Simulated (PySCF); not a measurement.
Sn(H)(NH2) (H₃NSn), SMILES [NH2][SnH] (connectivity only; charge and spin as stated), neutral, multiplicity 1.

Coordinates come from a B3LYP-D3(BJ)/def2-TZVP optimisation. The def2 effective core potentials stand for the cores of Sn; spin–orbit coupling is left out.

Level of theory: HF/def2-TZVPD in PySCF.

Symmetry labels are those of the subgroup Cs that the program uses (full group Cs).

Q: List the valence orbital energies around the gap with their symmetry. (The exact figures need the calculation; the answer reports its results.)

A: 
| orbital | symmetry | energy (eV) |
|---|---|---|
| HOMO−7 | A" | -35.42 |
| HOMO−6 | A' | -35.19 |
| HOMO−5 | A' | -29.76 |
| HOMO−4 | A' | -17.35 |
| HOMO−3 | A' | -16.97 |
| HOMO−2 | A' | -12.36 |
| HOMO−1 | A" | -10.59 |
| HOMO | A' | -8.76 |
| LUMO | A" | 0.55 |
| LUMO+1 | A' | 1.59 |
| LUMO+2 | A' | 2.02 |
| LUMO+3 | A' | 2.95 |
